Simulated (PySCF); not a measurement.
Method: PBE-D3(BJ)/def2-TZVP // B3LYP-D3(BJ)/def2-TZVP run with PySCF. All species are isolated molecules in the gas phase. One relaxed conformer stands for a flexible species; it need not be the lowest. 

Reference species (SMILES): `BC=C` (neutral, multiplicity 1).

| Item | Result |
|---|---|
| HOMO | -7.47 eV |

Changed species: `B(/[H])=C\C`.

Problem. Give the shifts of the HOMO.

Solution. the HOMO rises by 2.27 eV, to -5.20 eV.
